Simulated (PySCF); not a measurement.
This PySCF input asks for the NMR shieldings of SMILES O=C=C(C=O)[C@H]([SiH3])CCl, C₅H₇ClO₂Si; the geometry comes from GFN2-xTB.

```python
import basis_set_exchange as bse
import numpy as np
from pyscf import gto, dft
from pyscf.prop import nmr

atoms = """
O     2.266907    0.374605    2.543851
C     1.650421    0.047378    1.626027
C     0.907145   -0.386298    0.632567
C     1.311623   -1.404297   -0.282670
O     0.575297   -1.809056   -1.164278
C    -0.431723    0.268613    0.370132
Si   -1.531318   -0.807522   -0.805106
C    -0.220512    1.626060   -0.255374
Cl    0.753672    2.692290    0.813504
H     2.319735   -1.820988   -0.159503
H    -0.955335    0.398684    1.319146
H    -2.836663   -0.149254   -0.546075
H    -1.276312   -0.554765   -2.215313
H    -1.696101   -2.153109   -0.276028
H     0.326393    1.555147   -1.194692
H    -1.170828    2.131454   -0.417598
"""
names = dict.fromkeys(["O", "C", "Si", "Cl", "H"], "pcSseg-1")
basis = {el: gto.basis.parse(bse.get_basis(n, elements=[el], fmt="nwchem")) for el, n in names.items()}
mol = gto.M(atom=atoms, basis=basis, charge=0, verbose=0)
mf = dft.RKS(mol, xc="PBE0")
mf.grids.level = 2
mf.grids.alignment = dft.numint.BLKSIZE   # the property module wants whole blocks of grid points
mf.conv_tol = 1e-9
mf.kernel()

calc = nmr.RKS(mf)   # GIAO
C = mf.mo_coeff
Co = C[:, mf.mo_occ > 0]
resp = mf.gen_response(singlet=True, hermi=2)
def vind(x):   # induced exchange potential for any number of trial vectors
    d = np.einsum("pi,xij,qj->xpq", C, 2 * x.reshape(-1, C.shape[1], Co.shape[1]), Co, optimize=True)
    return np.einsum("xpq,pi,qj->xij", resp(d - d.transpose(0, 2, 1)), C, Co, optimize=True).ravel()
mo1, _ = nmr.rhf.solve_mo1(calc, with_cphf=vind)
sigma = calc.kernel(mo1)
for i, s in enumerate(sigma):   # ppm
    print("%2d %-2s %9.2f" % (i, mol.atom_pure_symbol(i), np.trace(s) / 3))
```

Question: What does it print?

Answer: 
```
 0 O     -67.92
 1 C     -11.45
 2 C     130.99
 3 C      -2.65
 4 O    -222.26
 5 C     155.14
 6 Si    430.17
 7 C     127.80
 8 Cl    812.11
 9 H      22.24
10 H      29.44
11 H      27.80
12 H      27.22
13 H      27.26
14 H      28.07
15 H      27.71
```

These numbers come from an equivalent density-fitted implementation of the same equations, which agrees with the script to about 0.01 ppm for H and up to a few tenths of a ppm for heavy atoms, so last digits may differ.

Question: Turn these shieldings into chemical shifts. Shifts are taken against calculated references (same method and geometry level): 17O (σ = 336.08 ppm) vs H2O; 13C (σ = 186.93 ppm), 29Si (σ = 349.16 ppm), 1H (σ = 31.72 ppm) vs TMS; 35Cl (σ = 949.78 ppm) vs HCl.

Answer: Averaging equivalent atoms: O 4: 558.3; O 0: 404.0; C 1: 198.4; C 3: 189.6; C 7: 59.1; C 2: 55.9; C 5: 31.8; Si 6: -81.0; Cl 8: 138; H 9: 9.48; H 11/12/13: 4.29; H 15: 4.01; H 14: 3.65; H 10: 2.28 ppm. Unscaled 17O shifts of doubly bonded oxygen tend to come out too high, by tens of ppm or more. Experimental scales use liquid or dissolved standards, which lie at an offset from isolated H2O (liquid H2O: subtract about 36 ppm).

Size and cost of the density-fitted run: 202 basis functions, 49 s wall time on 1 thread of an Intel Xeon Platinum 8259CL, shared host; peak memory 0.89 GiB.
